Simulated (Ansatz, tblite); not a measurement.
Forces on In3O8H7, a hydroxylated oxide cluster at its PBE-D4/def2-SVP geometry. The state is a singlet with charge 0.

In the def2 sets In takes a core potential; there is no spin–orbit coupling. The xTB rows come from tblite.

GFN1-xTB (tblite), largest force 1.04 eV/Å:

```xyz
18
positions Å, forces eV/Å
In   -0.823    1.490    0.136    0.085   -0.507    0.080
In    0.364   -1.034    1.785   -0.175    0.505   -0.681
In    1.123   -0.246   -1.294   -0.492    0.015    0.372
O     2.220   -0.881   -2.861   -0.206   -0.609    0.550
O     0.705   -1.945    3.546    0.337   -0.402   -0.669
O     0.672   -2.151   -0.043   -0.533   -0.191   -0.030
O     0.561    1.885   -1.604   -0.410    0.185   -0.753
O    -1.133   -0.301   -1.147   -0.299    0.501   -0.858
O     1.093    0.586    0.686    0.097   -0.235    0.397
O    -1.954    3.128    0.487    0.792    0.134   -0.360
O    -1.491    0.067    1.736   -0.103    0.037    0.605
H     2.371   -1.839   -2.737   -0.128    0.767   -0.042
H     1.201   -2.769    3.366   -0.387    0.660    0.134
H    -0.227   -2.331   -0.398    0.706    0.349    0.364
H     0.124    2.053   -2.462    0.271   -0.259    0.717
H    -1.583   -0.061   -1.981    0.442   -0.103    0.662
H    -1.429    3.902    0.203   -0.397   -0.640    0.211
H    -1.794    0.445    2.584    0.400   -0.207   -0.700
```

GFN2-xTB (tblite), largest force 1.22 eV/Å:

```
In -0.414 0.558 0.317
In -0.048 -0.017 0.233
In 0.416 -0.052 -0.435
O -0.443 -0.674 0.897
O 0.338 -0.402 -0.988
O -0.648 -0.060 -0.111
O -0.471 -0.028 -0.563
O -0.200 0.419 -0.637
O -0.186 -0.372 0.073
O 1.125 -0.035 -0.463
O 0.043 0.133 0.448
H -0.110 0.944 -0.083
H -0.451 0.818 0.169
H 0.751 0.049 0.360
H 0.364 -0.087 0.525
H 0.190 -0.220 0.543
H -0.494 -0.742 0.277
H 0.239 -0.233 -0.561
```

PBE0-D4/def2-TZVP (Ansatz), largest force 1.05 eV/Å:

```
In 0.141 -0.056 0.056
In 0.013 0.196 -0.124
In -0.081 0.184 0.063
O -0.351 -0.548 0.818
O 0.296 -0.299 -0.938
O -0.805 0.413 0.037
O -0.558 -0.345 -0.400
O 0.028 0.617 -0.512
O -0.699 -0.596 -0.309
O 0.973 -0.063 -0.382
O 0.327 0.266 0.456
H -0.078 0.758 -0.147
H -0.397 0.640 0.220
H 0.759 0.043 0.266
H 0.408 -0.055 0.682
H 0.318 -0.262 0.678
H -0.498 -0.572 0.221
H 0.203 -0.321 -0.685
```
